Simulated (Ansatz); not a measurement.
An input meant for 1-ethyl-3-methylimidazolium hexafluoroantimonate (C6H11F6N2Sb) (charge 0, singlet; atoms displaced at random, 0.15 Å in each coordinate).

```yaml
crystal:
  periodic: [false, false, false]
  atoms:
    - {symbol: C, position_ang: [3.333413, 1.314322, 0.435003]}
    - {symbol: C, position_ang: [2.295363, 0.002469, -0.041908]}
    - {symbol: N, position_ang: [0.968601, 0.241061, 1.157909]}
    - {symbol: C, position_ang: [0.628028, -0.244582, 2.260473]}
    - {symbol: C, position_ang: [-0.797295, 0.062614, 2.179338]}
    - {symbol: N, position_ang: [-1.109253, 0.347006, 1.234896]}
    - {symbol: C, position_ang: [-2.681721, 0.514011, 0.821735]}
    - {symbol: C, position_ang: [-0.285804, 0.621119, 0.489308]}
    - {symbol: H, position_ang: [4.097346, 0.846651, -0.032630]}
    - {symbol: H, position_ang: [3.153395, 1.578448, 1.371076]}
    - {symbol: H, position_ang: [2.566383, 1.956860, -0.002088]}
    - {symbol: H, position_ang: [1.977171, -0.486012, -0.560134]}
    - {symbol: H, position_ang: [2.779483, -0.902794, 1.120975]}
    - {symbol: H, position_ang: [1.499941, -0.346354, 3.208251]}
    - {symbol: H, position_ang: [-1.773937, 0.056147, 3.483741]}
    - {symbol: H, position_ang: [-3.010330, -0.146525, 0.804824]}
    - {symbol: H, position_ang: [-2.698339, 1.037491, -0.270141]}
    - {symbol: H, position_ang: [-2.746737, 1.496146, 1.468861]}
    - {symbol: H, position_ang: [-0.160825, 0.866580, -0.784226]}
    - {symbol: F, position_ang: [-0.860313, -0.936322, -4.372953]}
    - {symbol: Sb, position_ang: [-1.395594, -1.332959, -2.508029]}
    - {symbol: F, position_ang: [-2.867703, -1.858344, -2.786422]}
    - {symbol: F, position_ang: [-1.490097, 0.600971, -2.309387]}
    - {symbol: F, position_ang: [-0.887735, -3.153184, -2.435137]}
    - {symbol: F, position_ang: [-1.523806, -1.494165, -0.643468]}
    - {symbol: F, position_ang: [0.756445, -0.842054, -2.285140]}
basis:
  gaussian: {orbitals: STO-3G}
total_charge: -1
magnetization: {spin_polarized: true, initial_magnetization: 9}
hamiltonian: {xc: {name: HF}}
correlation: {method: rpa, electrons: outside_noble_gas}
scf: {omitted_lower_state_checks: [starts]}
```

```sh
$ ansatz run in.yaml --threads 4 --pin off --events-out ev --progress --plain --max-ram 6963MiB
```

It prints (some lines left out):

```
Functional definition: HF
1474 factors; integrals over basis functions are off by at most 4.5e-5 eV
mean field evaluation 1: about -195227.1010 eV, gradient 3.9e1 eV
mean field evaluation 2: about -195228.3460 eV, gradient 3.9e1 eV
mean field evaluation 4: about -195246.8686 eV, gradient 1.8e1 eV
mean field evaluation 8: about -195255.1848 eV, gradient 2.0e0 eV
mean field evaluation 16: about -195255.9023 eV, gradient 2.8e-1 eV
mean field -195255.90385617 eV, -7175.5221175091 hartree, gradient 2.2e-6 eV, S^2 24.950976; 0 other end points of the search recorded, 0 dependent functions left out
37 core orbitals not correlated, not the lowest: weight in the atoms' cores, before any rotation towards them, 0.494 or more for the frozen orbitals, at most 0.400 for the correlated occupied ones
reference -195255.90385617 eV, -7175.5221175091 hartree; 51, 42 occupied and 20, 29 virtual orbitals, 1474 factors
Total energy: -195270.69784373 eV, -7176.0657865241 hartree
Checks for a lower state left out: starts
```

Question: Something in this input is off. What?

Answer: The spin is set far too high (9 unpaired electrons typed, 0 in the singlet as meant). Self-consistency was reached. The result belongs to that input, not to the species as meant. The highest occupied level of an anion often lies above zero with these methods, and sets without diffuse functions describe the outer electron poorly. The charge -1 multiplicity 10 is spin-contaminated (final ⟨S²⟩ up to 24.95, 24.75 for a pure state).
